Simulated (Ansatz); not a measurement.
Complex: CHN (SMILES C#N) (first 3 atoms) with H2 (SMILES [H][H]); geometry from B3LYP-D3(BJ)/def2-TZVP.
(charge 0, multiplicity 1):
| atom | x (Å) | y (Å) | z (Å) |
|---|---|---|---|
| C | 0.1701 | 0.5681 | -0.6967 |
| N | 0.0993 | 0.3457 | 0.4252 |
| H | 0.2360 | 0.7751 | -1.7411 |
| H | -0.0611 | -0.1604 | 3.1866 |
| H | -0.1026 | -0.2918 | 3.9188 |

Basis-set superposition error: the interaction energy with monomers in their own basis, and in the dimer's basis (counterpoise).

Codes used: Ansatz (a program for electronic structure). Each number belongs to the level named beside it.

```tsv
level	uncorrected (meV)	counterpoise (meV)	difference
HF/aug-cc-pVTZ	-7.8	-4.7	3.1
r2SCAN/def2-TZVPPD	-8.0	-7.0	1.0
B97M-V/def2-TZVPPD	-23.1	-22.4	0.6
PBE0/def2-TZVPPD	-20.0	-18.9	1.0
BHLYP/def2-TZVPPD	-15.7	-14.8	0.9
CAM-B3LYP/def2-TZVPPD	-17.9	-16.4	1.4
B2PLYP/def2-TZVPPD	-16.9	-14.8	2.1
MP2/aug-cc-pVTZ	-30.7	-23.2	7.5
CCSD/aug-cc-pVTZ	-26.7	-19.5	7.2
CCSD(T)/aug-cc-pVDZ	-32.8	-18.5	14.3
```

The error is largest for CCSD(T)/aug-cc-pVDZ (14.3 meV) and smallest for B97M-V/def2-TZVPPD (0.6 meV).
